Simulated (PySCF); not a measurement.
# Basis and Hamiltonian dependence of the excitation energy of Mn

Mn [Ar] 3d5 4s2 (6S) → Mn [Ar] 3d6 4s1 (6D). Calculated with PySCF 2.14 from differences of total energies of unrestricted determinants, without spin-orbit coupling. Values in eV.

| basis | Hamiltonian | functions | UHF | LDA | PBE0 | MP2 (valence) | CCSD(T) (valence) |
| --- | --- | --- | --- | --- | --- | --- | --- |
| x2c-TZVPPall | spin-free X2C | 64 | 3.384 | 1.205 | 1.588 | 2.290 | 2.571 |
| def2-TZVPPD | non-relativistic | 67 | 3.175 | 0.988 | 1.377 | 2.094 | 2.374 |
| x2c-TZVPPall with one added diffuse shell each of s, p, d, f type | spin-free X2C | 80 | 3.382 | 1.193 | 1.582 | 2.260 | 2.496 |
| def2-QZVPPD | non-relativistic | 100 | 3.173 | 0.975 | 1.369 | 2.039 | 2.280 |
| x2c-QZVPPall | spin-free X2C | 103 | 3.385 | 1.190 | 1.578 | 2.235 | n/a |
| aug-cc-pwCVTZ-DK | spin-free X2C | 127 | 3.385 | 1.185 | 1.578 | 2.199 | n/a |
| aug-cc-pwCVTZ | non-relativistic | 127 | 3.174 | 0.969 | 1.366 | 2.002 | n/a |
| x2c-QZVPPall with one added diffuse shell each of s, p, d, f, g type | spin-free X2C | 128 | 3.384 | 1.188 | 1.577 | 2.238 | n/a |

Frozen in the all-electron rows: valence: [Ar].

Non-relativistic rows lack the scalar-relativistic shift.

Reference for a calculation without spin-orbit coupling: 2.145 eV (measured, between term centres; NIST).
